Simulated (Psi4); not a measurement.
C₄H₉O (SMILES CC(C)(C)[O]), doublet, geometry from GFN2-xTB; SCS-MP2/6-31G** (Psi4 1.11).

Input for Psi4:
```
memory 2 GB

molecule mol {
0 2
C     1.101851    0.089524   -1.006600
C     0.017726   -0.037210    0.142734
C    -1.001386   -1.099861   -0.335568
C    -0.655913    1.351639    0.260624
O     0.674743   -0.392709    1.223802
H     0.601904    0.382948   -1.923436
H     1.832732    0.834838   -0.710337
H     1.592325   -0.871110   -1.125215
H    -1.450055   -0.807292   -1.280409
H    -1.778000   -1.195270    0.419622
H    -0.512698   -2.064113   -0.445493
H     0.073641    2.096590    0.566369
H    -1.104467    1.645022   -0.684019
H    -1.426992    1.295512    1.025368
}

set {
  basis 6-31g**
  reference uhf
}

energy('scs-mp2')
print_variables()
```

Write the output that Psi4 gives for this input, abridged.


```
   => Loading Basis Set <=

    Name: 6-31G**
    Role: ORBITAL
    Keyword: BASIS

         ---------------------------------------------------------
                                   SCF
               by Justin Turney, Rob Parrish, Andy Simmonett
                          and Daniel G. A. Smith
                              UHF Reference
         ---------------------------------------------------------

  ==> Geometry <==

    Molecular point group: c1
    Full point group: C1

    Geometry (in Angstrom), charge = 0, multiplicity = 2:

       Center              X                  Y                   Z               Mass
    ------------   -----------------  -----------------  -----------------  -----------------
         C            1.072408999736     0.107382144250    -1.062971537361    12.000000000000
         C           -0.011716000264    -0.019351855750     0.086362462639    12.000000000000
         C           -1.030828000264    -1.082002855750    -0.391939537361    12.000000000000
         C           -0.685355000264     1.369497144250     0.204252462639    12.000000000000
         O            0.645300999736    -0.374850855750     1.167430462639    15.994914619570
         H            0.572461999736     0.400806144250    -1.979807537361     1.007825032230
         H            1.803289999736     0.852696144250    -0.766708537361     1.007825032230
         H            1.562882999736    -0.853251855750    -1.181586537361     1.007825032230
         H           -1.479497000264    -0.789433855750    -1.336780537361     1.007825032230
         H           -1.807442000264    -1.177411855750     0.363250462639     1.007825032230
         H           -0.542140000264    -2.046254855750    -0.501864537361     1.007825032230
         H            0.044198999736     2.114448144250     0.509997462639     1.007825032230
         H           -1.133909000264     1.662880144250    -0.740390537361     1.007825032230
         H           -1.456434000264     1.313370144250     0.968996462639     1.007825032230

  Running in c1 symmetry.

  Rotational constants: A =      0.16667  B =      0.16355  C =      0.15165 [cm^-1]
  Rotational constants: A =   4996.59883  B =   4903.07982  C =   4546.29341 [MHz]
  Nuclear repulsion =  190.154826582172376

  Charge       = 0
  Multiplicity = 2
  Electrons    = 41
  Nalpha       = 21
  Nbeta        = 20

  ==> Algorithm <==

  SCF Algorithm Type is PK.
  DIIS enabled.
  MOM disabled.
  Fractional occupation disabled.
  Guess Type is SAD.
  Energy threshold   = 1.00e-08
  Density threshold  = 1.00e-08
  Integral threshold = 1.00e-12

  ==> Primary Basis <==

  Basis Set: 6-31G**
    Blend: 6-31G**
    Number of shells: 57
    Number of basis functions: 120
    Number of Cartesian functions: 120
    Spherical Harmonics?: false
    Max angular momentum: 2

  ==> Integral Setup <==

  Using in-core PK algorithm.
   Calculation information:
      Number of atoms:                  14
      Number of AO shells:              57
      Number of primitives:            120
      Number of atomic orbitals:       120
      Number of basis functions:       120

      Integral cutoff                 1.00e-12
      Number of threads:                 1

  Performing in-core PK
  Using 52714860 doubles for integral storage.
  We computed 1277715 shell quartets total.
  Whereas there are 1367031 unique shell quartets.

  ==> DiskJK: Disk-Based J/K Matrices <==

    J tasked:                  Yes
    K tasked:                  Yes
    wK tasked:                  No
    Schwarz Cutoff:          1E-12

  Minimum eigenvalue in the overlap matrix is 3.1655569671E-03.
  Reciprocal condition number of the overlap matrix is 4.2401461984E-04.
    Using symmetric orthogonalization.

  ==> Pre-Iterations <==

  SCF Guess: Superposition of Atomic Densities via on-the-fly atomic UHF (no occupation information).

   -------------------------
    Irrep   Nso     Nmo
   -------------------------
     A        120     120
   -------------------------
    Total     120     120
   -------------------------

  ==> Iterations <==

                        Total Energy        Delta E     RMS |[F,P]|

   @UHF iter SAD:  -230.46071557955975   -2.30461e+02   0.00000e+00
   @UHF iter   1:  -231.33993296021487   -8.79217e-01   4.11056e-03 ADIIS/DIIS
   @UHF iter   2:  -231.48300765753174   -1.43075e-01   2.52908e-03 ADIIS/DIIS
   @UHF iter   3:  -231.52315565333598   -4.01480e-02   6.93943e-04 ADIIS/DIIS
   @UHF iter   4:  -231.53681424489773   -1.36586e-02   4.50698e-04 ADIIS/DIIS
   @UHF iter   5:  -231.54175121253806   -4.93697e-03   2.01073e-04 ADIIS/DIIS
   @UHF iter   6:  -231.54341170801462   -1.66050e-03   6.04372e-05 DIIS
   @UHF iter   7:  -231.54352167900390   -1.09971e-04   2.69662e-05 DIIS
   @UHF iter   8:  -231.54354333548946   -2.16565e-05   1.45587e-05 DIIS
   @UHF iter   9:  -231.54355020524139   -6.86975e-06   7.00275e-06 DIIS
   @UHF iter  10:  -231.54355224843275   -2.04319e-06   3.04399e-06 DIIS
   @UHF iter  11:  -231.54355265947621   -4.11043e-07   1.34998e-06 DIIS
   @UHF iter  12:  -231.54355274255386   -8.30777e-08   6.13028e-07 DIIS
   @UHF iter  13:  -231.54355275858197   -1.60281e-08   3.28874e-07 DIIS
   @UHF iter  14:  -231.54355276310676   -4.52479e-09   1.79560e-07 DIIS
   @UHF iter  15:  -231.54355276438145   -1.27469e-09   7.52792e-08 DIIS
   @UHF iter  16:  -231.54355276460421   -2.22769e-10   2.39325e-08 DIIS
   @UHF iter  17:  -231.54355276462246   -1.82467e-11   9.16141e-09 DIIS
  Energy and wave function converged.

  ==> Post-Iterations <==

   @Spin Contamination Metric:   1.050069363E-02
   @S^2 Expected:                7.500000000E-01
   @S^2 Observed:                7.605006936E-01
   @S   Expected:                5.000000000E-01
   @S   Observed:                5.000000000E-01

    Orbital Energies [Eh]
    ---------------------

    Alpha Occupied:

[...]
    Alpha Virtual:

[...]
    Beta Occupied:

[...]
    Beta Virtual:

[...]
[...]
  @UHF Final Energy:  -231.54355276462246
    Total Energy =                       -231.5435527646224614
  DIE_IF_NOT_CONVERGED          => (empty)
[...]
  E_CONVERGENCE                 => 1e-06           !
  FREEZE_CORE                   => (empty)
  FREEZE_CORE_POLICY            => (empty)
  FROZEN_DOCC                   => (empty)
  FROZEN_UOCC                   => (empty)
  INTEGRAL_PACKAGE              => (empty)
  IP_POLES                      => (empty)
  LEVEL_SHIFT                   => (empty)
  LITERAL_CFOUR                 => (empty)
  LS_THC_BASIS_TOLERANCE        => (empty)
  LS_THC_DF                     => (empty)
  LS_THC_PRUNING_SCHEME         => (empty)
  LS_THC_RADIAL_POINTS          => (empty)
  LS_THC_SPHERICAL_POINTS       => (empty)
  LS_THC_S_EPSILON              => (empty)
  LS_THC_WEIGHTS_TOLERANCE      => (empty)
  MAT_NUM_COLUMN_PRINT          => (empty)
  MAX_MOGRAD_CONVERGENCE        => (empty)
  MAX_RADIAL_MOMENT             => (empty)
  MBIS_D_CONVERGENCE            => (empty)
  MBIS_MAXITER                  => (empty)
  MBIS_PRUNING_SCHEME           => (empty)
  MBIS_RADIAL_POINTS            => (empty)
  MBIS_SPHERICAL_POINTS         => (empty)
  MOGRAD_DAMPING                => (empty)
  MOLDEN_WITH_VIRTUAL           => (empty)
  MO_MAXITER                    => (empty)
  MO_READ                       => (empty)
  MO_STEP_MAX                   => (empty)
  MO_WRITE                      => (empty)
  MP2_OS_SCALE                  => (empty)
  MP2_SOS_SCALE                 => (empty)
  MP2_SOS_SCALE2                => (empty)
  MP2_SS_SCALE                  => (empty)
  MP2_TYPE                      => (empty)
  MP_TYPE                       => (empty)
  NAT_ORBS                      => (empty)
  NUM_FROZEN_DOCC               => (empty)
  NUM_FROZEN_UOCC               => (empty)
  NUM_GPUS                      => (empty)
  OCC_ORBS_PRINT                => (empty)
  OEPROP                        => (empty)
  OPT_METHOD                    => (empty)
  ORBITAL_OPTIMIZER_PACKAGE     => (empty)
  ORB_OPT                       => FALSE           !
  ORB_RESP_SOLVER               => (empty)
  ORTH_TYPE                     => (empty)
  OS_SCALE                      => (empty)
  PARENT_SYMMETRY               => (empty)
  PCG_BETA_TYPE                 => (empty)
  PCG_CONVERGENCE               => (empty)
  PCG_MAXITER                   => (empty)
  PCM                           => (empty)
  PE                            => (empty)
  PRINT                         => (empty)
  PRINT_NOONS                   => (empty)
  PROPERTIES                    => (empty)
  PROPERTIES_ORIGIN             => (empty)
  PUREAM                        => (empty)
  QC_MODULE                     => (empty)
  RAS1                          => (empty)
  RAS2                          => (empty)
  RAS3                          => (empty)
  RAS4                          => (empty)
  RELATIVISTIC                  => (empty)
  RELAXED                       => (empty)
  REMP_A                        => (empty)
  RESTRICTED_DOCC               => (empty)
  RESTRICTED_UOCC               => (empty)
  RMS_MOGRAD_CONVERGENCE        => (empty)
  R_CONVERGENCE                 => (empty)
  SCF_TYPE                      => (empty)
  SCREENING                     => (empty)
  SCS_TYPE                      => (empty)
  SOCC                          => (empty)
  SOS_TYPE                      => (empty)
  SPIN_SCALE_TYPE               => SCS             !
  SS_SCALE                      => (empty)
  SYMMETRIZE                    => (empty)
  TPDM_ABCD_TYPE                => (empty)
  WFN                           => (empty)
  WFN_TYPE                      => OMP2            !
  WRITER_FILE_LABEL             => (empty)
  ZORA_BASIS_TOLERANCE          => (empty)
  ZORA_NR_DEBUG                 => (empty)
  ZORA_PRUNING_SCHEME           => (empty)
  ZORA_RADIAL_POINTS            => (empty)
  ZORA_SPHERICAL_POINTS         => (empty)

 ==============================================================================
 ==============================================================================
 ==============================================================================

                             MP2
                    Program Written by Ugur Bozkaya,
              Additional Contributions by J. P. Misiewicz

 ==============================================================================
 ==============================================================================
 ==============================================================================

	MO spaces per irreps...

	IRREP   FC   AOCC  BOCC  AVIR    BVIR  FV
	==========================================
	   A     0    21    20    99    100     0
	==========================================

	Computing MP2 energy using SCF MOs (Canonical MP2)...
	==============================================================================
	Nuclear Repulsion Energy (a.u.)    :   190.15482658217238
	SCF Energy (a.u.)                  :  -231.54355276462246
	REF Energy (a.u.)                  :  -231.54355276462246
	Alpha-Alpha Contribution (a.u.)    :    -0.09108085300277
	Alpha-Beta Contribution (a.u.)     :    -0.57346593101761
	Beta-Beta Contribution (a.u.)      :    -0.08142032807504
	Scaled_SS Correlation Energy (a.u.):    -0.05750039369260
	Scaled_OS Correlation Energy (a.u.):    -0.68815911722113
	SCS-MP2 Total Energy (a.u.)        :  -232.28921227553619
	SOS-MP2 Total Energy (a.u.)        :  -232.23171188184358
	SCSN-MP2 Total Energy (a.u.)       :  -231.84715484331940
	SCS-MP2-VDW Total Energy (a.u.)    :  -232.36383974686390
	SOS-PI-MP2 Total Energy (a.u.)     :  -232.34640506804712
	MP2 Correlation Energy (a.u.)      :    -0.74596711209542
	MP2 Total Energy (a.u.)            :  -232.28951987671789
	==============================================================================

  Variable Map:
  ----------------------------------------------------------------------------
[...]
  Array Variable Map:
  ----------------------------------------------------------------------------
[...]
[...]
```
